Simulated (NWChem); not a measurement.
Correlation energy of bifluoride (HF₂ (-1))

SMILES: F.[F-]
```xyz
3

F      0.0000     0.0000     1.1624
H      0.0000     0.0000     0.0000
F      0.0000     0.0000    -1.1624
```
Charge -1, spin multiplicity 1.

The numbers come from NWChem runs, not from measurements. Structure: optimised with PBE/def2-SVP, a minimum by its harmonic frequencies.

Basis set: aug-cc-pVDZ. Each correlation energy counts from its own Hartree-Fock reference.

The correlated methods keep 2 core orbitals frozen. The anion's geometry comes from a basis without diffuse functions. Coupled-cluster values serve here as a point of comparison, not as the truth.

**Question.** One of these methods gave a correlation energy of -465.7 mHa. Which?
A) CCSD(T)
B) CCSD+T(CCSD)
C) MP2
D) SCS-MP2

**Answer.** C, MP2. The others give -447.2 (SCS-MP2), -478.6 (CCSD+T(CCSD)), -476.6 (CCSD(T)).
